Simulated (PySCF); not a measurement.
**Converging NaBi⁺ in the basis (r²SCAN)**

PySCF, UKS reference; quartet, unpaired electrons σ ↑, π ↑↑; De to Na⁺ + Bi without counterpoise correction.

| basis | relativity | functions | Re (Å) | ωe (cm⁻¹) | De (eV) | μ (D) |
| --- | --- | --- | --- | --- | --- | --- |
| def2-SVP | scalar-relativistic core potentials | 41 | 3.458 | 92.2 | n/a | -12.14 |
| def2-SVPD | scalar-relativistic core potentials | 50 | 3.448 | 93.2 | n/a | -11.80 |
| aug-cc-pVDZ/aug-cc-pVDZ-PP | scalar-relativistic core potentials | 59 | 3.439 | 95.3 | n/a | -11.70 |

**Question.** How does each smaller set differ from the one with most functions, aug-cc-pVDZ/aug-cc-pVDZ-PP?

**Answer.** def2-SVP: +1.9 pm, -3.3 % in ωe; def2-SVPD: +0.9 pm, -2.2 % in ωe. All at r²SCAN; the set with most functions is neither the basis-set limit nor always the best.

A positive dipole points towards Bi; it is taken about the centre of mass and depends on that origin. These are scalar-relativistic numbers at best; spin–orbit coupling would shift them, the dissociation energy most. The state was picked by a PBE0 search and need not be the measured ground state.
